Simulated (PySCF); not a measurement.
# Solvent effects on NMR parameters

Mapped SMILES: `[CH2:1]=[CH:2][c:3]1[cH:4][p:5][cH:6][n:7]1[CH2:8][CH3:9]`. Each H is labelled by its parent atom. Ha(C1) is cis to C3; Hb(C1) is trans to C3.

GIAO PBE0/pcSseg-1 in PySCF 2.14 on one PBE0-D3(BJ)/def2-SVP conformer, non-relativistic, equivalent nuclei averaged. Solvents enter as an IEF-PCM continuum (chloroform with ε = 4.7, tetrahydrofuran with ε = 7.4) around the gas-phase geometry. Shifts are referred to TMS computed in the same medium.

Gas phase, δ in ppm: C6 160.4, C3 143.2, C4 135.4, C2 131.8, C1 120.0, C8 47.6, C9 18.2, H(C6) 7.72, H(C4) 7.68, H(C2) 6.58, Ha(C1) 5.99, Hb(C1) 5.45, H(C8) 3.84, H(C9) 1.24. Dipole moment 3.82 D.

Task: How does each δ change in the continuum?

Result: 
| atoms | environment | Δδ, chloroform | Δδ, tetrahydrofuran |
| --- | --- | --- | --- |
| C6 | aromatic CH next to a ring nitrogen | +3.2 | +3.7 |
| C3 | substituted aromatic carbon next to a ring nitrogen | +2.3 | +2.6 |
| C4 | aromatic CH | -1.2 | -1.4 |
| C2 | alkene CH | +1.6 | +1.8 |
| C1 | terminal =CH2 carbon | +2.0 | +2.4 |
| C8 | sp3 CH2 bonded to N | +0.7 | +0.8 |
| C9 | methyl carbon | +0.7 | +0.8 |
| H(C6) | hydrogen on an aromatic CH next to a ring nitrogen | +0.30 | +0.36 |
| H(C4) | hydrogen on an aromatic CH | +0.03 | +0.04 |
| H(C2) | hydrogen on an alkene CH | +0.27 | +0.31 |
| Ha(C1) | hydrogen on a terminal =CH2 carbon | +0.13 | +0.15 |
| Hb(C1) | hydrogen on a terminal =CH2 carbon | +0.19 | +0.22 |
| H(C8) | hydrogen on an sp3 CH2 bonded to N | +0.21 | +0.24 |
| H(C9) | hydrogen on a methyl carbon | +0.03 | +0.03 |

Changes are relative to the gas phase. The dipole moment becomes 4.90 D in chloroform, 5.08 D in tetrahydrofuran.

Task: Which of the listed nuclei move most (in ppm), and what does the model miss? (N and O are left out, as their reference compounds move with the solvent too.)

Result: C6 (aromatic CH next to a ring nitrogen, +3.7 ppm) in tetrahydrofuran. A continuum only polarises the solute; specific hydrogen bonds, the anisotropy of aromatic solvents and changes of geometry or conformer are outside it.
